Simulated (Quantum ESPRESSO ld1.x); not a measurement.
Isoelectronic series with 3 electrons, all held in the configuration [He] 2s1, which need not be the ground one along the series. All-electron calculation, scalar-relativistic Kohn-Sham, LDA (Slater exchange, VWN5 correlation), spin-polarised, spherical densities, point nucleus; open shells are filled with parallel spins first. Program: ld1.x of Quantum ESPRESSO 7.5. Total energies (hartree) and mean radii <r> (bohr) (* marks an orbital that is empty in some or all of the ions):

ion,E (hartree),2s down*,2s up,1s down,1s up
Cd45+,-2623.6111,0.1233,0.1231,0.03025,0.03026
In46+,-2739.2057,0.1205,0.1203,0.02957,0.02958
Sn47+,-2857.5689,0.1177,0.1176,0.02892,0.02892
Sb48+,-2978.7265,0.1152,0.1150,0.02829,0.02829
Te49+,-3102.7050,0.1127,0.1125,0.02768,0.02769
I50+,-3229.5320,0.1102,0.1101,0.02710,0.02710
Xe51+,-3359.2363,0.1079,0.1078,0.02653,0.02654
Cs52+,-3491.847,0.1057,0.1056,0.02599,0.02600
